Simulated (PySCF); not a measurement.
The same groups moved round the core (butadiene methyl+boryl). Gas-phase values, no solvent. One relaxed conformer stands for each flexible species; it need not be the lowest. Strings in code marks are SMILES.

Computed with TPSSh-D3(BJ)/def2-TZVP // CAM-B3LYP-D3(BJ)/def2-TZVP (PySCF). All candidates: neutral, multiplicity 1. Excitations are Tamm–Dancoff values on a coarser integration grid. The basis has no diffuse functions, so Rydberg states are missing or too high.

```json
{
  "HOMO": "-6.40 eV",
  "HOMO–LUMO gap": "3.86 eV",
  "T1 excitation (TDA)": "2.58 eV"
}
```

### Question
Which member has these values?
A) `B/C=C\C=C/C`
B) `BC(=C)/C=C\C`
C) `B/C=C(\C)C=C`
D) `BC(=C)C(=C)C`

### Answer
A, `B/C=C\C=C/C`. The others give `BC(=C)/C=C\C`: -6.24 eV, 4.05 eV, 2.87 eV; `BC(=C)C(=C)C`: -6.38 eV, 4.05 eV, 2.84 eV; `B/C=C(\C)C=C`: -6.68 eV, 4.01 eV, 2.68 eV
